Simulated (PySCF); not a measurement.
**Two-component Hartree-Fock for Cu¹¹⁺ (copper, charge +11)**

Start: [Ar]. Calculated with PySCF 2.14 in an even-tempered Gaussian basis (19 s from 0.23 bohr⁻², ratio 2.6; 14 p from 0.3 bohr⁻², ratio 2.6; 6 d from 0.31 bohr⁻², ratio 2.8; 3 f from 9.5 bohr⁻², ratio 2.8): generalised Hartree-Fock with the X2C-1e Hamiltonian and a Gaussian nucleus; spin-orbit coupling (SO) screened by Boettger's factors.

```csv
spinor shell,electrons,"ε, screened SO (eV)",weight of nominal j (screened SO),"rms radius, screened SO (bohr)"
1s1/2,2,-9371.4,1.000,0.0602
2s1/2,2,-1464.2,1.000,0.253
2p1/2,2,-1318.4,1.000,0.224
2p3/2,4,-1297.4,1.000,0.228
3s1/2,2,-422.60,1.000,0.679
3p1/2,2,-370.66,1.000,0.684
3p3/2,4,-366.93,1.000,0.690
```

```tsv
quantity	screened SO
E (hartree)	-1605.72605
M_J	0
⟨J²⟩	0.000
⟨L²⟩	0.001
⟨S²⟩	0.001
```
